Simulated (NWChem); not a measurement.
System: IrF$_{6}$, quartet; SMILES [F][Ir]([F])([F])([F])([F])[F]

Input file for NWChem:

```
start job
memory heap 200 mb stack 900 mb global 1100 mb
geometry units angstroms noautoz
  Ir     0.000000     0.000000     0.000000
  F     -0.359001    -1.322863     1.275461
  F      0.359001     1.322863    -1.275461
  F      0.365837    -1.325026    -1.271273
  F     -1.800811    -0.005460    -0.512529
  F      1.800811     0.005460     0.512529
  F     -0.365837     1.325026     1.271273
end
basis spherical
  * library def2-svp
end
ecp
  Ir library def2-ecp
end
dft
  odft
  mult 4
  xc xcamb88 1.00 lyp 1.0 hfexch 1.00
  cam 0.33 cam_alpha 0.0 cam_beta 1.0
  iterations 150
  mulliken
end
task dft energy
```

In the optimisation the excess spin sits in ag (Ci, its own frame). Geometry: optimised at PBE-D3(BJ)/def2-SVP, spin-unrestricted. No frequency run checked for a minimum. No stability test was run on the SCF state. def2 effective core potentials on Ir; no spin-orbit coupling.

Task: What results follow from this input? (LC-BLYP (range parameter 0.33 per bohr)/def2-SVP with def2 effective core potentials on Ir, spin-unrestricted.) Quantities: energy (Ha); highest occupied level (eV); lowest empty minus highest occupied level, either spin (eV); <S²>.

Result: 
```json
{
  "energy (Ha)": "-701.84",
  "highest occupied level (eV)": "-13.67",
  "lowest empty minus highest occupied level, either spin (eV)": "8.27",
  "<S²>": "3.76"
}
```
